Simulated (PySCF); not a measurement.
C6H3FSi, SMILES F[Si](C#C)(C#C)C#C.

Geometry optimised at PBE0-D3(BJ)/def2-SVP.

Level of theory: PBE0-D3(BJ)/def2-SVP (PySCF).

Frequencies are harmonic and unscaled.

Modes within 1.5 cm⁻¹ of each other (mostly degenerate sets) share a row, with their intensities summed.

Computed harmonic wavenumbers and intensities:
```tsv
mode	ν (cm⁻¹)	IR (km/mol)	moving atoms (share of kinetic energy)
1–2	87	2.4	C 73 %, H 16 %
3	105	5.3	C 58 %, H 17 %, Si 15 %, F 10 %
4–5	167	0.2	C 46 %, F 37 %, H 11 %
6	236	0.0	C 86 %, H 14 %
7–8	335	15.8	C 75 %, F 17 %
9–10	399	122.6	C 86 %
11	416	57.0	C 78 %, Si 8 %, F 8 %
12	547	8.7	C 75 %, F 15 %
13–14	725	479.1	Si 59 %, C 37 %
15	750	0.0	H 75 %, C 25 %
16–17	752	169.0	H 74 %, C 24 %
18–20	760	82.9	H 75 %, C 25 %
21	918	178.4	F 52 %, Si 47 %
22–24	2178	249.7	C 90 %, H 10 %
25–27	3474	155.8	H 86 %, C 14 %
```
